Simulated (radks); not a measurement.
The numbers below are computed, except where a source is named.
Spin polarisation of the 5p1 shell in the antimony ion Sb2+. Start: [Kr] 4d10 5s2 5p(up 0.5, down 0.5); electrons of 5p are moved from spin down to spin up, other shells keep equal spins. Level of theory: non-relativistic Kohn-Sham, BLYP, spin-polarised, spherical densities, point nucleus (a radial shooting solver on a logarithmic mesh with Libxc functionals).

moment (Bohr magnetons) = 0: E - E(0) (eV) 0.000; e(5p up) (eV) -20.007; e(5p down) (eV) -20.007; 5s down minus up (eV) 0.000; 4d down minus up (eV) 0.000
moment (Bohr magnetons) = 0.25: E - E(0) (eV) -0.012; e(5p up) (eV) -20.101; e(5p down) (eV) -19.909; 5s down minus up (eV) 0.188; 4d down minus up (eV) 0.030
moment (Bohr magnetons) = 0.5: E - E(0) (eV) -0.048; e(5p up) (eV) -20.188; e(5p down) (eV) -19.807; 5s down minus up (eV) 0.374; 4d down minus up (eV) 0.060
moment (Bohr magnetons) = 0.75: E - E(0) (eV) -0.107; e(5p up) (eV) -20.269; e(5p down) (eV) -19.703; 5s down minus up (eV) 0.556; 4d down minus up (eV) 0.090
moment (Bohr magnetons) = 1: E - E(0) (eV) -0.189; e(5p up) (eV) -20.344; e(5p down) (eV) -19.599; 5s down minus up (eV) 0.733; 4d down minus up (eV) 0.120

At moment 1 the spin-polarisation energy is -0.189 eV and the 5p exchange splitting 0.745 eV, that is 0.745 eV per Bohr magneton; E = -I m^2/4 would give I = 0.757 eV.
